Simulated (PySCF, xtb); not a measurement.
Relaxing a trial structure of H4NSbSi

The starting geometry of this gas-phase singlet was built from a drawn formula by distance geometry and a force field; its bonds are those of `[N-]1[SiH2][SbH2+]1`.

```xyz
7

N    -0.3512    1.8411   -0.1603
Sb    0.7561    1.5196   -1.9637
Si    0.7567    0.5882    0.3614
H     0.1132   -0.6966    0.5388
H     1.7778    1.1572    1.2712
H    -0.8639    1.1854   -2.6305
H     0.9483    3.2740   -1.8658
```

Problem. Where would you expect an optimisation with r2SCAN-D4/def2-SVP to take it?

Solution. A bond breaks, leaving `[SiH2]=[N][SbH2]`. Contacts that open: Sb2–Si3 (2.50 → 3.57 Å).

The energy falls by 2.28 eV over 21 steps:

```csv
step,E − E(last) (eV)
1,2.277
3,1.081
5,0.929
8,0.225
10,0.032
12,0.002
14,0.000
17,0.000
19,0.000
21,0.000
```

Final geometry (Å):

```xyz
7

N     0.5605    1.1084   -0.4683
Sb    0.5509    1.8290   -2.3327
Si    0.7391    0.4053    0.9382
H     0.0466   -0.8543    1.3444
H     1.6079    0.9275    2.0353
H    -1.1580    1.7366   -2.5905
H     0.3899    3.5012   -1.9166
```

From the same start GFN2-xTB reaches the same bonding as this run.

No frequencies were run, so the end isn't proven a minimum. Atoms past krypton carry core potentials, without spin–orbit terms. Run with PySCF 2.14.0, 5.6 min on 2 threads of Intel(R) Xeon(R) Processor @ 2.50GHz (Skylake/Cascade Lake), on a shared host.
